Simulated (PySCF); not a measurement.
**A small calculation by hand: entropy of an ideal gas**

SeCl2, SMILES Cl[Se]Cl.

Geometry optimised at PBE-D3(BJ)/def2-TZVP. The isomer is the one that the SMILES or the coordinates give; other isomers of the formula were not compared.

PBE-D3(BJ)/def2-TZVP (PySCF) gives the harmonic wavenumbers 150, 385, 409 cm⁻¹ and the rotational temperatures 0.3506, 0.1189, 0.0888 K. The molar mass is 149.87 g/mol, the symmetry number 2, the spin multiplicity 1.

Problem. Work out the entropy at 298.15 K and 1 atm in the rigid-rotor, harmonic-oscillator model.

Solution. 
Translation (Sackur–Tetrode at 1 atm): S = R[1.5 ln M + 2.5 ln T − 1.16487] = 171.2 J/(mol K).
Rotation: q = (√π/σ) T^1.5/√(θA θB θC) = 75000, S = R[ln q + 3/2] = 105.8 J/(mol K).
Vibration: with u = 1.4388 ν/T, each mode gives R[u/(e^u − 1) − ln(1 − e^−u)]:
| ν (cm⁻¹) | modes | u | S (J/(mol K)) |
|---|---|---|---|
| 150 | 1 | 0.72 | 11.18 |
| 385 | 1 | 1.86 | 4.27 |
| 409 | 1 | 1.97 | 3.89 |
These are all the modes. Sum 19.3 J/(mol K).
Spin: R ln 1 = 0.0 J/(mol K).
Total 296.4 J/(mol K); the program's own thermochemistry gives 296.4. Translation makes up 58 % and vibration 7 %. Anharmonicity, hindered rotation and orbital degeneracy are left out.
